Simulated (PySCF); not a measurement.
These are PBE-D3(BJ)/def2-TZVP // CAM-B3LYP-D3(BJ)/def2-SVP in PySCF 2.14.0 values and carry that method's errors. Gas-phase values, no solvent. Delta-SCF ions had no search for a lower state. Excitations are Tamm–Dancoff values on a coarser integration grid. The basis has no diffuse functions, so Rydberg states are missing or too high.

Reference species (SMILES): `[AlH2-]1[SH+][AlH2-][SH+]1` (neutral, multiplicity 1).

* **S1 excitation (TDA)**: 5.74 eV
* **vertical ionisation energy (Delta-SCF)**: 9.45 eV
* **HOMO–LUMO gap**: 5.68 eV
* **T1 excitation (TDA)**: 5.54 eV

Changed species: `[SeH+]1[InH2-][SeH+][InH2-]1`.

Task: What does the change do to the S1 excitation (TDA), vertical ionisation energy (Delta-SCF), HOMO–LUMO gap and T1 excitation (TDA)?

Result: the S1 excitation (TDA) falls by 0.87 eV, to 4.87 eV; the vertical ionisation energy (Delta-SCF) falls by 0.64 eV, to 8.81 eV; the HOMO–LUMO gap decreases by 0.86 eV, to 4.82 eV; the T1 excitation (TDA) drops by 0.83 eV, to 4.71 eV.
